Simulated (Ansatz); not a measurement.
`C=N[SiH](F)CCl` + `[SiH3][SnH3]` → `ClC[SiH2][SnH3]` + `C=N[SiH2]F`  (formal exchange of groups at a C–Si bond)

Program: Ansatz. Geometries: PBE0-D4/def2-TZVP. ΔE: electronic, gas phase. CCSD(T)/CBS is the MP2 limit (def2-TZVPP, def2-QZVPP) plus CCSD(T) − MP2 in def2-TZVPP, frozen cores. DFT in def2-TZVPP. Elements past krypton have def2 core potentials. For Sn outer-core shells are correlated without core-valence functions, which leaves a few kJ/mol of doubt a bond. Each species was taken in one conformer, which may not be the lowest.

```
        level  ΔE (eV)
      ωB97X-V     0.09
HF/def2-QZVPP     0.12
```

Q: What does CCSD(T)/CBS give? (An estimate is asked.)

A: Computed: +0.06 eV. The listed levels differ from it by 0.03, 0.06 eV.

Largest T1 diagnostic among the species: 0.013.

In def2-TZVPP, CCSD(T) changes the Hartree–Fock value by −0.04 eV (the triples alone add −0.01 eV) and MP2 by −0.07 eV.
